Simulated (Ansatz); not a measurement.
Compare A (`CC(F)([SiH3])Br`) with its isomer B (`C[SiH2]C(F)Br`).

Program: Ansatz. Geometries: PBE0-D4/def2-TZVP. ΔE: electronic, gas phase. CCSD(T)/CBS is the MP2 limit (def2-TZVPP, def2-QZVPP) plus CCSD(T) − MP2 in def2-TZVPP, frozen cores. Functionals use def2-TZVPP. For Br outer-core shells are correlated without core-valence functions, which leaves a few kJ/mol of doubt a bond. Scalar relativity is left out up to krypton. One conformer a species, not always the lowest.

Q: Which isomer does CCSD(T)/CBS put lower? Give the gap. (An estimate is asked.)

A: Computed: B, by 26.3 kJ/mol.

Q: Give E(B) − E(A) in kJ/mol with CCSD/def2-TZVPP, HF/def2-TZVPP, CCSD(T)/def2-TZVPP, r2SCAN-D4, MP2/def2-TZVPP, PBE-D4, ωB97M-V. (An estimate is asked.)

A: Ansatz gave: CCSD/def2-TZVPP -27.3, HF/def2-TZVPP -29.1, CCSD(T)/def2-TZVPP -26.1, r2SCAN-D4 -28.5, MP2/def2-TZVPP -26.0, PBE-D4 -28.7, ωB97M-V -29.0. None reverses the order clearly.

Largest T1 diagnostic: 0.010.

In def2-TZVPP, CCSD(T) changes the Hartree–Fock value by +3.1 kJ/mol (the triples alone add +1.3 kJ/mol) and MP2 by +3.1 kJ/mol.
